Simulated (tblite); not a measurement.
Species: C₆H₉GeNSi.
Bonds: C1–C2 (double), C2–C3, C3–Si4, Si4–C5, C5–C6 (triple), C6–Ge7, Ge7–C8, C8–N9 (triple). Hydrogens: H10, H11 on C1; H12 on C2; H13, H14 on C3; H15, H16 on Si4; H17, H18 on Ge7.

Computed with GFN2-xTB (tblite), gas phase: L-BFGS steps from a force-field or distance-geometry start until the largest atomic force falls under 0.01 eV/Å.

Step 29: E = -648.7648 eV
```
atom  x, y, z in Å  |  force x, y, z in eV/Å
C1     -0.3167    1.9611    0.7273    0.053   0.082  -0.004
C2     -1.4086    1.9155   -0.0163   -0.041  -0.073  -0.003
C3     -1.4725    1.2938   -1.3710    0.027  -0.043   0.018
Si4    -1.7969   -0.5906   -1.2525    0.041   0.008  -0.011
C5     -0.2824   -1.3328   -0.4734   -0.031  -0.035  -0.014
C6      0.7091   -1.8176    0.0264    0.036   0.042   0.043
Ge7     2.2665   -2.5172    0.8464   -0.013  -0.042  -0.016
C8      3.1279   -1.1162    1.8310    0.008  -0.040  -0.014
N9      3.6779   -0.3104    2.4295   -0.030   0.026  -0.012
H10     0.6306    1.5812    0.3767   -0.050  -0.025  -0.032
H11    -0.3028    2.3987    1.7109   -0.060   0.001  -0.011
H12    -2.3466    2.3018    0.3644    0.040  -0.019   0.025
H13    -2.2552    1.7546   -1.9754    0.027   0.038   0.061
H14    -0.5223    1.4470   -1.8845    0.000  -0.017  -0.037
H15    -2.9500   -0.9166   -0.4078    0.006   0.039   0.005
H16    -1.9451   -1.1603   -2.5978    0.005   0.003   0.000
H17     3.2533   -2.9969   -0.1791   -0.030   0.018   0.035
H18     1.9249   -3.5954    1.8336    0.013   0.036  -0.033
```

Step 30: E = -648.7663 eV
```
atom  x, y, z in Å  |  force x, y, z in eV/Å
C1     -0.3139    1.9650    0.7288    0.018   0.087  -0.028
C2     -1.4071    1.9112   -0.0134   -0.024  -0.089  -0.006
C3     -1.4663    1.2900   -1.3697    0.018  -0.028   0.036
Si4    -1.7987   -0.5948   -1.2535    0.045   0.075  -0.023
C5     -0.2874   -1.3411   -0.4758   -0.010  -0.033  -0.001
C6      0.7072   -1.8158    0.0271    0.025   0.032   0.035
Ge7     2.2637   -2.5169    0.8449    0.028  -0.003   0.013
C8      3.1284   -1.1160    1.8308   -0.005  -0.026  -0.018
N9      3.6727   -0.3041    2.4268   -0.039  -0.006  -0.028
H10     0.6347    1.5937    0.3716   -0.052  -0.017  -0.009
H11    -0.3019    2.4022    1.7133   -0.052  -0.014  -0.032
H12    -2.3493    2.2873    0.3690    0.062  -0.023   0.018
H13    -2.2487    1.7530   -1.9746    0.060   0.026   0.066
H14    -0.5128    1.4423   -1.8796   -0.042  -0.021  -0.024
H15    -2.9530   -0.9116   -0.4098   -0.016   0.025   0.020
H16    -1.9504   -1.1575   -2.5998    0.003  -0.014  -0.020
H17     3.2507   -2.9943   -0.1805   -0.027   0.011   0.026
H18     1.9233   -3.5929    1.8328    0.007   0.017  -0.024
```

**Question.** Estimate the geometry and energy of step 31. (The exact step hangs on the optimiser's Hessian estimate; all steps are aligned on step 30, rigid shifts and turns removed.)

**Answer.** E = -648.7680 eV, largest force 0.113 eV/Å
```
atom  x, y, z in Å  |  force x, y, z in eV/Å
C1     -0.3105    1.9712    0.7294   -0.026   0.064  -0.058
C2     -1.4056    1.9048   -0.0100    0.012  -0.077   0.006
C3     -1.4593    1.2854   -1.3677    0.006  -0.006   0.038
Si4    -1.8004   -0.5982   -1.2550    0.030   0.105  -0.028
C5     -0.2930   -1.3503   -0.4784    0.020  -0.031   0.015
C6      0.7052   -1.8138    0.0280    0.005   0.024   0.021
Ge7     2.2609   -2.5167    0.8433    0.057   0.043   0.037
C8      3.1281   -1.1159    1.8300   -0.015  -0.008  -0.020
N9      3.6664   -0.2978    2.4234   -0.045  -0.033  -0.040
H10     0.6387    1.6075    0.3656   -0.046  -0.003   0.016
H11    -0.3023    2.4057    1.7153   -0.036  -0.019  -0.044
H12    -2.3512    2.2709    0.3748    0.071  -0.030   0.007
H13    -2.2399    1.7527   -1.9727    0.080   0.013   0.061
H14    -0.5029    1.4363   -1.8746   -0.072  -0.021  -0.007
H15    -2.9566   -0.9065   -0.4117   -0.024   0.016   0.027
H16    -1.9562   -1.1549   -2.6021    0.003  -0.025  -0.034
H17     3.2476   -2.9913   -0.1811   -0.015  -0.001   0.008
H18     1.9221   -3.5896    1.8317   -0.002  -0.009  -0.006
```

The energy changes by -0.0016 eV. The first-order estimate −F·Δx gives -0.0022 eV and the mean of the old and new forces, exact on a quadratic surface, -0.0016 eV. The step makes an angle of 76° with the force vector and moves no atom by more than 0.018 Å.

What follows is the cost of the whole relaxation. The run took 1.2 s wall on one thread, Arm Neoverse V1 (aarch64), shared host.
